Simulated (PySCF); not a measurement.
# CsBr⁺ from Hartree–Fock to correlated methods

State: ²Π (doublet), unpaired electrons π ↑. Set-up: Cs def2-SVP with ECP46, Br def2-SVP; scalar-relativistic core potentials (PySCF 2.14). De refers to Cs⁺ + Br in their high-spin ground configurations, without counterpoise correction. The functionals are run spin-unrestricted. A positive dipole points towards Br; it is taken about the centre of mass and depends on that origin.

```csv
Level,Re (Å),ωe (cm⁻¹),De (eV),μ (D)
UHF,4.003,43.9,0.152,-6.28
UHF-MP2,3.844,53.9,0.210,n/a
UHF-SCS-MP2,3.866,52.4,0.201,n/a
UHF-CCSD,3.851,53.7,0.208,n/a
UHF-CCSD(T),3.842,54.5,0.213,n/a
PBE,3.805,53.8,0.233,-5.58
r²SCAN,3.836,52.3,0.199,-5.82
B3LYP,3.854,51.1,0.205,-5.75
PBE0,3.809,52.6,0.206,-5.71
M06,3.773,57.0,0.205,-5.65
B2PLYP,3.841,52.7,0.206,-5.82
```

Problem. Which functional lies closest to UHF-CCSD(T) in De, which farthest, and by how much do they differ from it?

Solution. Closest is PBE0 (-3.3 pm in Re, -3.5 % in ωe, -0.01 eV in De against UHF-CCSD(T) in the same basis), farthest PBE (-3.7 pm in Re, -1.3 % in ωe, +0.02 eV in De). CCSD(T) converges more slowly with the basis than the functionals do and binds too weakly in this one, so the order can change at the basis-set limit.

Problem. What does a quarter of exact exchange do here, going from PBE to PBE0?

Solution. PBE0 less PBE: +0.4 pm in Re, -2.2 % in ωe, -0.03 eV in De. Exact exchange removes part of the self-interaction that spreads semilocal densities, and in most molecules shortens and stiffens the bond and lowers De; here Re goes the other way.

Problem. What does the step from GGA to meta-GGA do here, going from PBE to r²SCAN?

Solution. r²SCAN less PBE: +3.1 pm in Re, -2.8 % in ωe, -0.03 eV in De. 

Correlated steps freeze 9 core orbitals. The bond is weak. Basis-set superposition, not corrected here, can be much of De in a small basis, most of all at correlated wavefunction levels. These are scalar-relativistic numbers at best; spin–orbit coupling would shift them, the dissociation energy most. For an ion De counts to the pair picked by the measured ionisation energies or electron affinities, which need not be the lowest pair at this level. B2PLYP dipoles, levels and charges come from its SCF part alone. The state was picked by a PBE0 search and need not be the measured ground state.

The whole job (state search and all levels along the bond) took about 2.5 min on 1 thread of Oxide Virtual Turin-like (shared host), peak memory 0.69 GiB.
